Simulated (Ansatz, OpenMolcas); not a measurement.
## C2H4AlFO (SMILES C=C[O][AlH][F]): the energy, rung by rung

C2H4AlFO has 9 atoms, charge 0, and is taken as a singlet. SMILES: `C=C[O][AlH][F]`. The shape is that of a PBE0-D4/def2-TZVP optimisation. This is one conformer, not always the lowest.

```xyz
9

C    -1.5620   -0.3601    1.1039
C    -0.7280   -0.3129    0.0755
O     0.4903    0.2565    0.1396
Al    1.8008    0.5193   -0.8848
F     3.0876    1.3016   -0.2350
H    -1.2977    0.0653    2.0641
H    -2.5277   -0.8322    0.9885
H    -0.9990   -0.7431   -0.8888
H     1.8243    0.0592   -2.3803
```

Each level gives the energy change with the C1–H6 bond stretched from 1.083 to 1.624 Å (eV). The values are calculated.

```csv
level,kind,program,value (eV)
HF/def2-SVP (restricted),Hartree–Fock,Ansatz,2.45
revPBE/def2-SVP (restricted),GGA,OpenMolcas,1.95
M06-L/def2-SVP (restricted),meta-GGA,OpenMolcas,2.13
BHLYP/def2-SVP (restricted),global hybrid,OpenMolcas,2.30
HSE06/def2-SVP (restricted),range-separated hybrid,Ansatz,2.15
wB97X/def2-SVP (restricted),range-separated hybrid,Ansatz,2.20
B2PLYP/def2-SVP (restricted),double hybrid,Ansatz,2.16
RPA@PBE/def2-SVP (restricted),RPA,Ansatz,2.05
```

The first shape isn't each level's own minimum. The values span 1.95 to 2.45 eV.
